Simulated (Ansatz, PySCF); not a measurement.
HSSi, SMILES [Si]=[SH+] (connectivity only; charge and spin as stated), charge +1, multiplicity 1. Atoms are numbered in the order given.

```xyz
3

Si     0.0652     1.0880     0.0000
S     -0.1292    -0.9671     0.0000
H      1.2308    -1.0583     0.0000
```
Charge +1, spin multiplicity 1.

Geometry: B3LYP-D3(BJ)/def2-TZVP. The isomer is the one that the SMILES or the coordinates give; other isomers of the formula were not compared.

Two levels are set side by side: PBE-D3(BJ)/def2-TZVP (Ansatz, a program for electronic structure) and B3LYP-D3(BJ)/def2-TZVP (PySCF). Each level has its own optimised geometry; the coordinates shown are those of the second. Frequencies come from the Hessian of PySCF at each geometry. Differences are taken from unrounded values.

```
quantity                            B3LYP-D3(BJ)
----------------------------------  ------------
mean bond length (Å)                       1.714
bond Si1–S2 (Å)                            2.064
bond S2–H3 (Å)                             1.363
highest harmonic wavenumber (cm⁻¹)          2545
mean harmonic wavenumber (cm⁻¹)             1222
zero-point energy (kcal/mol)                5.24
```

### Question
What does PBE-D3(BJ) give, and how far is it from B3LYP-D3(BJ)? (An estimate is asked for; the answer gives what the named calculation found.)

### Answer

```csv
quantity,PBE-D3(BJ),PBE-D3(BJ) minus B3LYP-D3(BJ)
mean bond length (Å),1.724,0.010
bond Si1–S2 (Å),2.073,0.009
bond S2–H3 (Å),1.375,0.012
highest harmonic wavenumber (cm⁻¹),2482,-63
mean harmonic wavenumber (cm⁻¹),1188,-34
zero-point energy (kcal/mol),5.10,-0.14
```

GGA bonds tend to be longer and softer than those of functionals with exact exchange. Differences between two approximate levels are no errors against the true value.
